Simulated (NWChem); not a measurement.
System: Cs, doublet

The following NWChem deck was run.

```
start job
memory heap 200 mb stack 900 mb global 1100 mb
geometry units angstroms noautoz
  Cs     0.000000     0.000000     0.000000
end
basis spherical
  * library def2-svp
end
ecp
  Cs library def2-ecp
end
dft
  odft
  mult 2
  xc r2scan
  grid fine
  iterations 150
  mulliken
end
task dft gradient
```

Excerpt of the output:

```
             Northwest Computational Chemistry Package (NWChem) 7.3.0
             --------------------------------------------------------

                             Geometry "geometry" -> ""
                             -------------------------

 Output coordinates in angstroms (scale by  1.889725989 to convert to a.u.)

  No.       Tag          Charge          X              Y              Z
 ---- ---------------- ---------- -------------- -------------- --------------
    1 Cs                  55.0000     0.00000000     0.00000000     0.00000000

 Effective nuclear repulsion energy (a.u.)       0.0000000000

                                 NWChem DFT Module
                                 -----------------

 Summary of "ao basis" -> "ao basis" (spherical)
 ------------------------------------------------------------------------------
       Tag                 Description            Shells   Functions and Types
 ---------------- ------------------------------  ------  ---------------------
 Cs                         def2-svp                10       24   5s3p2d

            General Information
            -------------------
          SCF calculation type: DFT
          Wavefunction type:  spin polarized.
          No. of atoms     :     1
          No. of electrons :     9
           Alpha electrons :     5
            Beta electrons :     4
          Charge           :     0
          Spin multiplicity:     2
          Use of symmetry is: off; symmetry adaption is: off
          Maximum number of iterations: 150
          AO basis - number of functions:    24
                     number of shells:    10
          Convergence on energy requested:  1.00D-06
          Convergence on density requested:  1.00D-05
          Convergence on gradient requested:  5.00D-04

              XC Information
              --------------
                      r^2SCAN Method XC Functional
               r^2SCAN metaGGA Exchange Functional  1.000
                     r^2SCAN Correlation Potential  1.000

             Grid Information
             ----------------
          Grid used for XC integration:  fine
          Radial quadrature: Mura-Knowles
          Angular quadrature: Lebedev.
          Tag              B.-S. Rad. Rad. Pts. Rad. Cut. Ang. Pts.
          ---              ---------- --------- --------- ---------
          Cs                  2.60      141          15.0       974
          Grid pruning is: on
          Number of quadrature shells:   141
          Spatial weights used:  Erf1

      Superposition of Atomic Density Guess
      -------------------------------------

 Sum of atomic energies:         -22.60767280

      Non-variational initial energy
      ------------------------------

 Total energy =     -19.817845
 1-e energy   =     -32.874635
 2-e energy   =      13.056790
 HOMO         =      -0.055568
 LUMO         =       0.027301

     ---------------------------------------------
      Total Density - Mulliken Population Analysis
     ---------------------------------------------

    Atom       Charge   Shell Charges
 -----------   ------   -------------------------------------------------------
    1 Cs   9     9.00  -0.32  1.55  0.75  0.47  0.55  5.39  0.61  0.00  0.00  0.00

     --------------------------------------------
      Spin Density - Mulliken Population Analysis
     --------------------------------------------

    Atom       Charge   Shell Charges
 -----------   ------   -------------------------------------------------------
    1 Cs   9     1.00  -0.01  0.02 -0.03  0.46  0.55  0.00  0.00  0.00  0.00  0.00

   convergence    iter        energy       DeltaE   RMS-Dens  Diis-err
 ---------------- ----- ----------------- --------- --------- ---------
 d= 0,ls=0.0,diis     1    -20.1439576529 -2.01D+01  3.52D-02  3.20D-03
                                                     4.84D-03  2.24D-03
 d= 0,ls=0.0,diis     2    -20.1481582309 -4.20D-03  3.75D-03  3.72D-04
                                                     1.30D-03  1.97D-04
 d= 0,ls=0.0,diis     3    -20.1484566430 -2.98D-04  2.21D-03  4.40D-06
                                                     2.14D-04  4.03D-06
 d= 0,ls=0.0,diis     4    -20.1484692426 -1.26D-05  4.78D-04  2.07D-07
                                                     8.88D-06  4.13D-10
 d= 0,ls=0.0,diis     5    -20.1484696638 -4.21D-07  1.33D-05  7.74D-10
                                                     1.49D-06  9.72D-11
 d= 0,ls=0.0,diis     6    -20.1484696646 -7.42D-10  3.01D-06  4.69D-12
                                                     2.05D-07  4.45D-12

         Total DFT energy =      -20.148469664590
      One electron energy =      -32.995915578079
           Coulomb energy =       15.988930877524
    Exchange-Corr. energy =       -3.141484964035
 Nuclear repulsion energy =        0.000000000000

 Numeric. integr. density =        9.000000000324

                    DFT Final Alpha Molecular Orbital Analysis
                    ------------------------------------------

 Vector    3  Occ=1.000000D+00  E=-5.180203D-01
              MO Center=  1.5D-16, -3.5D-16,  8.8D-16, r^2= 1.4D+00
   Bfn.  Coefficient  Atom+Function         Bfn.  Coefficient  Atom+Function
  ----- ------------  ---------------      ----- ------------  ---------------
     8      0.889619  1 Cs pz                 7     -0.139445  1 Cs py
    11      0.128962  1 Cs pz                 6     -0.070456  1 Cs px

[...]

                         DFT ENERGY GRADIENTS

    atom               coordinates                        gradient
                 x          y          z           x          y          z
   1 Cs      0.000000   0.000000   0.000000   -0.000000  -0.000000  -0.000000
```

Level: r2SCAN/def2-SVP with def2 effective core potentials on Cs, spin-unrestricted. No stability test was run on the SCF state. def2 effective core potentials on Cs; no spin-orbit coupling.
